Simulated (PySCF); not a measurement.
# Atomic charges by several schemes

Species: C3H11NOSi2.
Geometry (GFN2-xTB, Å), atoms numbered from 1 in this order:
```
atom  x, y, z in Å
C1    -2.3089   -1.3421    0.3275
C2    -2.0717   -0.0415    0.3147
C3    -1.4735    0.7012   -0.8221
Si4    0.3940    1.0462   -0.5155
O5     0.5827    1.8587    0.8936
Si6    1.6289   -0.8653   -0.2181
N7     3.1332   -0.3570    0.4537
H8    -2.1069   -1.9595   -0.5327
H9    -2.7188   -1.8419    1.1886
H10   -2.2840    0.5506    1.1968
H11   -2.0005    1.6467   -0.9625
H12   -1.5797    0.1270   -1.7413
H13    0.7654    1.9661   -1.6100
H14    0.0973    2.6562    1.0930
H15    0.9435   -1.9059    0.5767
H16    2.0149   -1.5164   -1.4773
H17    3.1164    0.3184    1.2008
H18    3.8587   -1.0354    0.6225
```

Density: PBE0/pcSseg-1 (PySCF); schemes: Mulliken, IAO, Hirshfeld and ESP-fitted. One conformer (not necessarily the lowest) at the GFN2-xTB geometry, without solvent, vibrations or thermal averaging.

Question: At which atom do the 4 schemes differ most?

Answer: At N7: from -1.006 (ESP-fitted) to -0.321 e (Hirshfeld), 0.685 e apart.

Question: For which atoms does the sign change between the 4 schemes (beyond +0.03 e in one, beyond −0.03 e in another)?

Answer: C2.

Question: What partial charge does each atom carry?

Answer: In e:

```json
{"atom": "C1", "environment": "terminal =CH2 carbon", "Mulliken": "-0.157", "IAO": "-0.339", "Hirshfeld": "-0.113", "ESP-fitted": "-0.559"}
{"atom": "C2", "environment": "alkene CH carbon", "Mulliken": "-0.246", "IAO": "-0.124", "Hirshfeld": "-0.041", "ESP-fitted": "+0.039"}
{"atom": "C3", "environment": "sp3 carbon bound to silicon", "Mulliken": "-0.508", "IAO": "-0.558", "Hirshfeld": "-0.166", "ESP-fitted": "-0.505"}
{"atom": "Si4", "environment": "oxygen-bound silicon", "Mulliken": "+0.718", "IAO": "+0.872", "Hirshfeld": "+0.340", "ESP-fitted": "+0.517"}
{"atom": "O5", "environment": "silanol oxygen", "Mulliken": "-0.577", "IAO": "-0.798", "Hirshfeld": "-0.311", "ESP-fitted": "-0.683"}
{"atom": "Si6", "environment": "SiH2 silicon", "Mulliken": "+0.464", "IAO": "+0.599", "Hirshfeld": "+0.273", "ESP-fitted": "+0.537"}
{"atom": "N7", "environment": "silicon-bound nitrogen", "Mulliken": "-0.633", "IAO": "-0.837", "Hirshfeld": "-0.321", "ESP-fitted": "-1.006"}
{"atom": "H8", "environment": "vinylic hydrogen", "Mulliken": "+0.104", "IAO": "+0.139", "Hirshfeld": "+0.041", "ESP-fitted": "+0.214"}
{"atom": "H9", "environment": "vinylic hydrogen", "Mulliken": "+0.114", "IAO": "+0.150", "Hirshfeld": "+0.044", "ESP-fitted": "+0.196"}
{"atom": "H10", "environment": "vinylic hydrogen", "Mulliken": "+0.102", "IAO": "+0.141", "Hirshfeld": "+0.042", "ESP-fitted": "+0.115"}
{"atom": "H11", "environment": "methylene hydrogen", "Mulliken": "+0.150", "IAO": "+0.150", "Hirshfeld": "+0.041", "ESP-fitted": "+0.164"}
{"atom": "H12", "environment": "methylene hydrogen", "Mulliken": "+0.142", "IAO": "+0.151", "Hirshfeld": "+0.043", "ESP-fitted": "+0.156"}
{"atom": "H13", "environment": "Si–H hydrogen", "Mulliken": "-0.108", "IAO": "-0.151", "Hirshfeld": "-0.094", "ESP-fitted": "-0.140"}
{"atom": "H14", "environment": "hydroxyl hydrogen", "Mulliken": "+0.246", "IAO": "+0.363", "Hirshfeld": "+0.178", "ESP-fitted": "+0.449"}
{"atom": "H15", "environment": "Si–H hydrogen", "Mulliken": "-0.099", "IAO": "-0.147", "Hirshfeld": "-0.095", "ESP-fitted": "-0.131"}
{"atom": "H16", "environment": "Si–H hydrogen", "Mulliken": "-0.102", "IAO": "-0.131", "Hirshfeld": "-0.090", "ESP-fitted": "-0.133"}
{"atom": "H17", "environment": "N–H hydrogen", "Mulliken": "+0.198", "IAO": "+0.263", "Hirshfeld": "+0.111", "ESP-fitted": "+0.373"}
{"atom": "H18", "environment": "N–H hydrogen", "Mulliken": "+0.193", "IAO": "+0.260", "Hirshfeld": "+0.117", "ESP-fitted": "+0.398"}
```

Mean size of the charges over all atoms: ESP-fitted 0.351 e, IAO 0.343 e, Mulliken 0.270 e, Hirshfeld 0.137 e. Each set sums to the total charge, 0, to within 0.001 e. The IAO scheme counts the electrons in orthogonalised intrinsic atomic orbitals, a minimal basis polarised so that it spans the occupied orbitals exactly.

Question: How closely do the schemes follow one another over all atoms?

Answer: Correlation coefficient and root-mean-square difference: IAO with Hirshfeld 0.99, 0.263 e; Mulliken with IAO 0.99, 0.109 e; Mulliken with Hirshfeld 0.97, 0.177 e; IAO with ESP-fitted 0.96, 0.129 e; Hirshfeld with ESP-fitted 0.94, 0.273 e; Mulliken with ESP-fitted 0.92, 0.179 e.

Question: How many electrons does the Mulliken scheme count on C3?

Answer: Z − q = 6 − (-0.508) = 6.508.
